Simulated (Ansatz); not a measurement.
System: HGeOBr, charge 0, singlet. HGeOBr (SMILES [OH][Ge][Br]).
B3LYP-D3(BJ)/def2-TZVP minimum from Ansatz (an electronic-structure program):
```
O
H 1 0.9656
Ge 1 1.7963 2 113.09
Br 3 2.3703 1 96.67 2 180.00
```

Hartree-Fock and CCSD(T) correlation energies in hartree (Ansatz). UHF or UKS for unpaired electrons; spin-orbit terms are left out. Correlated methods leave the cores frozen (noble-gas shells, and filled d and f shells in the p block). No relativity. Spin-orbit terms, left out, reach several kcal/mol for Br and I, and more for heavier atoms.

| basis | X | E(HF) | E(corr, CCSD(T)) |
|---|---|---|---|
| cc-pVTZ | 3 | -4723.41658 | -0.54032 |
| cc-pVQZ | 4 | -4723.42993 | -0.58421 |
| cc-pV5Z | 5 | -4723.43230 | withheld |

Task: Fit E(corr) = E∞ + A/X³ to X = 3 and 4, predict X = 5, and compare with the run.

Result: A = (-0.54032 - (-0.58421))/(1/27 - 1/64) = 2.0498; E∞ = -0.58421 - A/64 = -0.61624; at X = 5, E∞ + A/125 = -0.59984. The run gave -0.59987, 0.03 mEh below the prediction. The same form on X = 4 and 5 gives E∞ = -0.61630, 0.06 mEh below the first estimate.
